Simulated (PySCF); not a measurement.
**`[S@+]1([AlH3-])[C@@H](F)CC1`, C3H8AlFS**

Molfile (atoms numbered from 1):
```
C3H8AlFS
     RDKit          3D

 14 14  0  0  0  0  0  0  0  0999 V2000
    0.3368   -1.8208   -0.3086 F   0  0  0  0  0  0  0  0  0  0  0  0
   -0.4048   -0.8812   -0.9652 C   0  0  1  0  0  0  0  0  0  0  0  0
   -1.4370   -0.1981   -0.0731 C   0  0  0  0  0  0  0  0  0  0  0  0
   -0.7357    1.1603   -0.0052 C   0  0  0  0  0  0  0  0  0  0  0  0
    0.5546    0.6508   -1.1962 S   0  0  0  0  0  0  0  0  0  0  0  0
    1.9487   -0.0518    0.7826 Al  0  0  0  0  0  4  0  0  0  0  0  0
   -0.7524   -1.3374   -1.8955 H   0  0  0  0  0  0  0  0  0  0  0  0
   -2.4206   -0.1533   -0.5376 H   0  0  0  0  0  0  0  0  0  0  0  0
   -1.5152   -0.6947    0.8941 H   0  0  0  0  0  0  0  0  0  0  0  0
   -1.3097    2.0054   -0.3763 H   0  0  0  0  0  0  0  0  0  0  0  0
   -0.2959    1.3953    0.9690 H   0  0  0  0  0  0  0  0  0  0  0  0
    0.9027   -0.5576    1.8394 H   0  0  0  0  0  0  0  0  0  0  0  0
    2.8486   -0.9986   -0.0697 H   0  0  0  0  0  0  0  0  0  0  0  0
    2.2793    1.4813    0.9203 H   0  0  0  0  0  0  0  0  0  0  0  0
  1  2  1  0
  2  3  1  0
  3  4  1  0
  4  5  1  0
  5  6  1  1
  5  2  1  0
  2  7  1  6
  3  8  1  0
  3  9  1  0
  4 10  1  0
  4 11  1  0
  6 12  1  0
  6 13  1  0
  6 14  1  0
M  CHG  2   5   1   6  -1
M  END
```

Computed with TDDFT CAM-B3LYP/def2-SVPD circular dichroism and optical rotation, one conformer, gas phase (PySCF). Geometry: GFN2-xTB.

**Question.** Draw the ECD and absorption spectra from the lowest 12 states, each a Gaussian of half-width 0.25 eV at 1/e height.

**Answer.** 
| E (eV) | λ (nm) | Δε (L mol⁻¹ cm⁻¹) | ε (L mol⁻¹ cm⁻¹) |
| --- | --- | --- | --- |
| 5.05 | 246 | 0.00 | 0.581 |
| 5.20 | 239 | -0.02 | 4.47 |
| 5.35 | 232 | -0.08 | 16.7 |
| 5.50 | 226 | -0.14 | 30.6 |
| 5.65 | 220 | -0.09 | 30.5 |
| 5.80 | 214 | +0.38 | 61.1 |
| 5.95 | 209 | +2.13 | 362 |
| 6.10 | 203 | +3.34 | 1370 |
| 6.25 | 199 | -4.45 | 2780 |
| 6.40 | 194 | -17.33 | 3030 |
| 6.55 | 189 | -16.48 | 1840 |
| 6.70 | 185 | -5.63 | 1050 |
| 6.85 | 181 | +1.24 | 1960 |
| 7.00 | 177 | +2.68 | 4630 |
| 7.15 | 174 | +1.07 | 8390 |
| 7.30 | 170 | +4.30 | 10800 |
| 7.45 | 167 | +11.80 | 10100 |
| 7.60 | 163 | -1.03 | 9980 |

Δε uses R in velocity form, ε uses f in length form. Only the states computed contribute, so the short-wavelength end is incomplete.

The sign of the CD band at 224 nm isn't settled: the length form gives the opposite one.
